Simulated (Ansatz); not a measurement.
The cluster CdCl₄, relaxed as a singlet with RKS PBE0-D4/def2-SVP in Ansatz, starting from the GFN1-xTB geometry. Force threshold 0.02 eV/Å.

In the def2 sets Cd takes a core potential; there is no spin–orbit coupling. The structure comes from a short search, and lower isomers may exist.

Start:

Cartesian coordinates in Å:
```
Cd -0.6349 -0.8975 0.0225
Cl 1.5048 2.2398 -0.6530
Cl -0.4011 -0.6948 -2.2063
Cl -1.3660 -1.7234 1.9809
Cl 0.8973 1.0759 0.8559
```

```json
{"step": "1", "energy (eV)": "-54623.9048", "largest force component (eV/Å)": "0.705", "SCF passes": "15"}
{"step": "2", "energy (eV)": "-54624.0805", "largest force component (eV/Å)": "0.255", "SCF passes": "20"}
{"step": "3", "energy (eV)": "-54624.1126", "largest force component (eV/Å)": "0.330", "SCF passes": "20"}
{"step": "4", "energy (eV)": "-54624.1249", "largest force component (eV/Å)": "0.088", "SCF passes": "20"}
{"step": "5", "energy (eV)": "-54624.1295", "largest force component (eV/Å)": "0.082", "SCF passes": "20"}
{"step": "6", "energy (eV)": "-54624.1344", "largest force component (eV/Å)": "0.063", "SCF passes": "20"}
{"step": "7", "energy (eV)": "-54624.1409", "largest force component (eV/Å)": "0.073", "SCF passes": "20"}
{"step": "8", "energy (eV)": "-54624.1495", "largest force component (eV/Å)": "0.091", "SCF passes": "20"}
{"step": "9", "energy (eV)": "-54624.1588", "largest force component (eV/Å)": "0.063", "SCF passes": "20"}
{"step": "10", "energy (eV)": "-54624.1642", "largest force component (eV/Å)": "0.280", "SCF passes": "20"}
{"step": "11", "energy (eV)": "-54624.1704", "largest force component (eV/Å)": "0.016", "SCF passes": "21"}
{"step": "12", "energy (eV)": "-54624.1708", "largest force component (eV/Å)": "0.018", "SCF passes": "20"}
```

Force components are those of the run's own axes.

End:

```xyz
5

Cd   -0.799   -1.125   -0.326
Cl    1.788    2.485   -0.031
Cl   -0.790   -1.202   -2.604
Cl   -0.919   -1.207    1.979
Cl    0.720    1.049    0.983
```

By distances, no bond broke or formed. The bond that changes most is Cd1–Cl5, from 2.63 to 2.96 Å (atoms count from 1). The end is the same structure that another start reached, the lowest one found.

The force fell under the threshold at step 11, but the optimiser went on. No frequencies were taken in this run, so the end may be a saddle point.

Hardware: 4 threads of Arm Neoverse V2 on a shared host. Wall time 13 s.
